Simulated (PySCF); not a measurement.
# Dipole response of As⁻ (arsenic, charge -1)

[Ar] 3d10 4s2 4p4, high-spin 3P determinant. Calculation: PySCF 2.14, in x2c-QZVPPall with one added diffuse shell each of s, p, d, f type (12s9p6d5f1g, 113 functions); scalar relativity by spin-free X2C-1e. Coupled (time-dependent) response in atomic units; α is the mean over directions.

| method | mean α (bohr³) | α xx, yy, zz | C₆ (like pair) | S(−4) |
| --- | --- | --- | --- | --- |
| UHF | 82.38 | 65.02, 117.1, 65.02 | 1072 | 3304 |

S(−4) is the Cauchy moment in α(ω) = α(0) + S(−4) ω² + …

Spin-orbit coupling is absent.

α(iu) at UHF:

```
u (hartree)  α(iu) (bohr³)
          0          82.38
     0.0500          75.55
      0.100          63.24
      0.200          42.61
      0.300          29.33
      0.500          15.69
      0.750          8.684
       1.00          5.534
       1.50          2.888
       2.00          1.829
       3.00         0.9808
       5.00         0.4608
```

A single London oscillator, α(iu) = α/(1 + u²/ω²), gives C₆ = (3/4) ω α². Matching the computed C₆ needs ω = 4 × 1072 / (3 × 82.38²) = 0.211 hartree.

For an ion, C₆ is the dispersion term alone; charge-induced terms of lower order in 1/R come first.

The components differ because the open shell of this determinant is not spherical; for a pure term their mean is the scalar polarisability.
